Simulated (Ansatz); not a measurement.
Ansatz (a first-principles code) input (PBE0/6-31G*):

Ansatz 0.2 input:
```yaml
crystal:
  periodic: [false, false, false]
  atoms:
    - {symbol: N, position_ang: [-1.07691794, -1.40348506, 0.13637376]}
    - {symbol: Al, position_ang: [0.00000000, 0.00000000, 0.00000000]}
    - {symbol: N, position_ang: [-0.67305050, 1.64132262, 0.03440129]}
    - {symbol: N, position_ang: [1.74996845, -0.23783756, -0.17077505]}
    - {symbol: H, position_ang: [-0.77508693, -2.34779624, 0.31271914]}
    - {symbol: H, position_ang: [-2.07955920, -1.37249948, 0.04877435]}
    - {symbol: H, position_ang: [-1.61264464, 1.87430552, 0.31153860]}
    - {symbol: H, position_ang: [-0.17144767, 2.47643941, -0.22034920]}
    - {symbol: H, position_ang: [2.44360325, 0.48472995, -0.06738155]}
    - {symbol: H, position_ang: [2.19513520, -1.11517916, -0.38530134]}
basis:
  gaussian:
    orbitals: 6-31G*
hamiltonian:
  xc: {name: PBE0}
```

Output:

```
Functional definition: PBE0
integrals: 0.03 GiB planned
768 factors; integrals over basis functions are off by at most 7.0e-4 eV
0.14 GiB of the device are held for the grids
0.66 GiB of device memory are held for the factors and their scratch space
mean field: 0.15 GiB planned
mean field evaluation 1: about -11142.6394 eV, gradient 9.0e1 eV
mean field evaluation 2: about -11130.4958 eV, gradient 1.1e2 eV
mean field evaluation 4: about -11158.1028 eV, gradient 9.9e-1 eV
mean field evaluation 8: about -11158.3242 eV, gradient 1.1e-2 eV
mean field evaluation 16: about -11158.3242 eV, gradient 1.1e-5 eV
mean field -11158.32420665 eV, -410.0608512104 hartree, gradient 1.1e-5 eV, S^2 0.000000; 0 other end points of the search recorded, 0 dependent functions left out
reference -11158.32423672 eV, -410.0608523157 hartree; 20, 20 occupied and 56, 56 virtual orbitals, 768 factors
Total energy: -11158.32423672 eV, -410.0608523157 hartree
```
